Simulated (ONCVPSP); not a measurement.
Before and after: ONCV potential for Co

* Element: cobalt
* Generator: ONCVPSP 4.0.1
* Type: optimised norm-conserving Vanderbilt (ONCV)
* Functional: PBE
* Relativity: scalar-relativistic
* Frozen core: [Ne]
* Valence charge: 17
* Reference configuration: 3s2 3p6 3d7 4s2
* Partial waves: 3s+4s: rc 1.35 bohr, ncon 4, nbas 8, qcut 6.7 1/bohr, 2 projectors; 3p: rc 0.80 bohr, ncon 4, nbas 9, qcut 8.7 1/bohr, 2 projectors, debl 1.5 Ha; 3d: rc 1.15 bohr, ncon 4, nbas 8, qcut 13.4 1/bohr, 2 projectors, debl 1.6 Ha
* Local potential: polynomial inside 0.70 bohr (lpopt 5, dvloc0 0 Ha)
* Core correction: none

In the p channel the program set the typed energies aside and used -2.412, 0.250 Ha.

Change: s: rc 1.8.

Cutoffs: the cutoffs (Ha) at which the residual kinetic energy of the hardest occupied pseudo-wave falls to 1 and 0.1 mHa per electron; they do not see the model core or the augmentation charge, which bear on the density cutoff. Errors are all-electron minus pseudo energies relative to the spin-unpolarised reference configuration.

Task: Predict the effect on cutoff, ghosts and configuration errors.

Result: The potential gets neither clearly harder nor softer (71 Ha and 376 Ha → 71 Ha and 376 Ha); of the 4 tests that both files solve, the error grows in 2 and shrinks in 0 by more than 15 % and 0.3 meV (median size 2.7 → 4.3 meV); neither file shows a bound ghost.

| quantity | base | changed |
| --- | --- | --- |
| cutoff, loose | 71 Ha | 71 Ha |
| cutoff, tight | 376 Ha | 376 Ha |
| loose cutoff by channel | s 13 Ha, p 52 Ha, d 71 Ha | s 15 Ha, p 52 Ha, d 71 Ha |
| bound ghosts | none | none |
| GHOST(+) flags under 300 eV | s at 237.0 eV | none |
| error for 3s2 3p6 3d7 4s1, meV [ΔE 9.03 eV] | -0.1 | -0.1 |
| error for 3s2 3p6 3d7 4s0, meV [ΔE 25.82 eV] | +1.8 | +2.0 |
| error for 3s2 3p6 3d6 4s0, meV [ΔE 61.69 eV] | -3.6 | -6.6 |
| error for 3s1 3p6 3d7 4s2, meV [ΔE 110.50 eV] | -195 | -243 |
| p: phases at 0.81 bohr within 0.05 rad from the reference energy up to (Ha; the scan ends near 5) | to the end of the scan | to the end of the scan |
| d: phases at 1.16 bohr within 0.05 rad from the reference energy up to (Ha; the scan ends near 5) | to the end of the scan | to the end of the scan |
